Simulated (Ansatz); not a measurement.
The cluster Zn₃S₃, relaxed as a singlet with RKS PBE0-D4/def2-SVP in Ansatz, starting from the GFN1-xTB geometry. Force threshold 0.02 eV/Å.

The structure comes from a short search, and lower isomers may exist.

Start:

```xyz
6

Zn    0.839   -0.179    1.472
Zn    0.788   -0.339   -1.475
Zn   -1.629    0.511    0.003
S    -1.152    0.495    2.157
S     2.372   -0.773   -0.001
S    -1.218    0.286   -2.155
```

| step | energy (eV) | largest force component (eV/Å) | SCF passes |
| --- | --- | --- | --- |
| 1 | -177709.1145 | 0.392 | 15 |
| 2 | -177709.1571 | 0.154 | 20 |
| 3 | -177709.1593 | 0.047 | 20 |
| 4 | -177709.1595 | 0.001 | 14 |

Force components are those of the run's own axes.

End:

```xyz
6

Zn    0.805   -0.181    1.420
Zn    0.758   -0.324   -1.421
Zn   -1.563    0.505    0.001
S    -1.144    0.489    2.145
S     2.360   -0.764   -0.001
S    -1.215    0.275   -2.144
```

By distances, no bond broke or formed. The bond that changes most is Zn1–S4, from 2.21 to 2.19 Å (atoms count from 1).

No frequencies were taken in this run, so the end may be a saddle point.

It took 15 s on 4 threads of Intel Xeon Platinum 8259CL on a shared host.
